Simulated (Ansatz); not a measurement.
A first, cheap relaxation of `O[SiH]1[SiH2]CS1`.

```yaml
crystal:
  periodic: [false, false, false]
  atoms:
    - {symbol: O, position_ang: [-1.808800, 1.057400, 1.465400]}
    - {symbol: Si, position_ang: [-0.316200, 0.746500, 0.993000]}
    - {symbol: Si, position_ang: [0.037700, -1.244100, 0.059900]}
    - {symbol: C, position_ang: [1.060200, -0.154100, -1.212200]}
    - {symbol: S, position_ang: [-0.163700, 1.279300, -1.097200]}
    - {symbol: H, position_ang: [-2.425300, 1.472200, 0.747500]}
    - {symbol: H, position_ang: [0.764600, 1.425500, 1.797500]}
    - {symbol: H, position_ang: [-1.078100, -1.935600, -0.499000]}
    - {symbol: H, position_ang: [0.980900, -2.159000, 0.849900]}
    - {symbol: H, position_ang: [1.005900, -0.614400, -2.182100]}
    - {symbol: H, position_ang: [2.008100, 0.069400, -0.902100]}
basis:
  gaussian: {orbitals: def2-SVP}
hamiltonian: {xc: pbe, dispersion: d4}
relax: {f_tol: 0.03, max_steps: 200}
```

```sh
$ ansatz run in.yaml --threads 4 --pin off --events-out ev --progress --plain --max-ram 10444MiB
```

It prints (some lines left out):

```
Functional definition: PBE
mean field -29745.57947496 eV, -1093.1298834269 hartree, gradient 3.2e-5 eV, S^2 0.000000; 0 other end points of the search recorded, 0 dependent functions left out
relax step   1: F+E_penalty+E_count = -29745.91166488 eV  Δ(F+E_penalty+E_count) = +0.000e0 eV  max|allowed force component| = 4.436e0 eV/Å  Δτ_max = 0.0000 Å  (28 SCF iters, accepted)
mean field -29746.35558486 eV, -1093.1584049394 hartree, gradient 1.7e-5 eV, S^2 0.000000; 0 other end points of the search recorded, 0 dependent functions left out
relax step   2: F+E_penalty+E_count = -29746.67878655 eV  Δ(F+E_penalty+E_count) = -7.671e-1 eV  max|allowed force component| = 1.685e0 eV/Å  Δτ_max = 0.1950 Å  (34 SCF iters, accepted)
mean field -29746.46802842 eV, -1093.1625371644 hartree, gradient 1.8e-5 eV, S^2 0.000000; 0 other end points of the search recorded, 0 dependent functions left out
relax step   3: F+E_penalty+E_count = -29746.78845521 eV  Δ(F+E_penalty+E_count) = -1.097e-1 eV  max|allowed force component| = 1.279e0 eV/Å  Δτ_max = 0.1481 Å  (34 SCF iters, accepted)
mean field -29746.54043575 eV, -1093.1651980844 hartree, gradient 1.9e-5 eV, S^2 0.000000; 0 other end points of the search recorded, 0 dependent functions left out
relax step   4: F+E_penalty+E_count = -29746.86060052 eV  Δ(F+E_penalty+E_count) = -7.215e-2 eV  max|allowed force component| = 3.673e-1 eV/Å  Δτ_max = 0.1997 Å  (34 SCF iters, accepted)
mean field -29746.51945190 eV, -1093.1644269422 hartree, gradient 2.1e-5 eV, S^2 0.000000; 0 other end points of the search recorded, 0 dependent functions left out
relax step   5: F+E_penalty+E_count = -29746.83930167 eV  Δ(F+E_penalty+E_count) = +2.130e-2 eV  max|allowed force component| = 4.347e-1 eV/Å  Δτ_max = 0.1998 Å  (35 SCF iters, rejected (line search))
mean field -29746.56039936 eV, -1093.1659317337 hartree, gradient 7.7e-6 eV, S^2 0.000000; 0 other end points of the search recorded, 0 dependent functions left out
relax step   6: F+E_penalty+E_count = -29746.87958435 eV  Δ(F+E_penalty+E_count) = -1.898e-2 eV  max|allowed force component| = 1.731e-1 eV/Å  Δτ_max = 0.0978 Å  (29 SCF iters, accepted)
mean field -29746.56155771 eV, -1093.1659743021 hartree, gradient 1.9e-5 eV, S^2 0.000000; 0 other end points of the search recorded, 0 dependent functions left out
relax step   7: F+E_penalty+E_count = -29746.88060799 eV  Δ(F+E_penalty+E_count) = -1.024e-3 eV  max|allowed force component| = 1.118e-1 eV/Å  Δτ_max = 0.0313 Å  (29 SCF iters, accepted)
mean field -29746.56372461 eV, -1093.1660539343 hartree, gradient 2.0e-5 eV, S^2 0.000000; 0 other end points of the search recorded, 0 dependent functions left out
relax step   8: F+E_penalty+E_count = -29746.88290045 eV  Δ(F+E_penalty+E_count) = -2.292e-3 eV  max|allowed force component| = 6.629e-2 eV/Å  Δτ_max = 0.0464 Å  (28 SCF iters, accepted)
mean field -29746.56430139 eV, -1093.1660751306 hartree, gradient 2.0e-5 eV, S^2 0.000000; 0 other end points of the search recorded, 0 dependent functions left out
relax step   9: F+E_penalty+E_count = -29746.88352541 eV  Δ(F+E_penalty+E_count) = -6.250e-4 eV  max|allowed force component| = 1.517e-2 eV/Å  Δτ_max = 0.0205 Å  (29 SCF iters, accepted)
mean field -29746.56430139 eV, -1093.1660751306 hartree, gradient 2.0e-5 eV, S^2 0.000000; 1 other end points of the search recorded, 0 dependent functions left out
Total energy: -29746.88356222 eV, -1093.1778077496 hartree
Atom 0 at    -1.884519     1.365106     1.420164 Å, force    -0.007456    -0.003295    -0.004172 eV/Å
Atom 1 at    -0.326274     0.904475     0.990289 Å, force     0.000262     0.010881     0.004145 eV/Å
Atom 2 at     0.177535    -1.220708     0.128866 Å, force     0.003004    -0.015167     0.002785 eV/Å
Atom 3 at     1.018463    -0.227384    -1.288104 Å, force     0.001474     0.000163    -0.012789 eV/Å
Atom 4 at     0.278930     1.466540    -1.041764 Å, force     0.003839    -0.004262     0.003269 eV/Å
Atom 5 at    -2.572518     1.072456     0.794850 Å, force     0.005075     0.001390     0.003366 eV/Å
Atom 6 at     0.500170     1.502504     2.091047 Å, force     0.001040     0.001695     0.000032 eV/Å
Atom 7 at    -1.065246    -1.900717    -0.390678 Å, force     0.005263     0.003037    -0.002757 eV/Å
Atom 8 at     1.034620    -2.261826     0.807431 Å, force    -0.003227     0.003982    -0.001295 eV/Å
Atom 9 at     0.783710    -0.585171    -2.310951 Å, force    -0.001532     0.001664     0.003877 eV/Å
Atom 10 at     2.120429    -0.172176    -1.180550 Å, force    -0.007743    -0.000088     0.003539 eV/Å
Dipole moment:    -0.051258    -0.346865    -0.101275 e Å
```

Run time 13 s (4 threads of an Arm Neoverse V1 on a shared host); peak host memory 0.16 GiB.
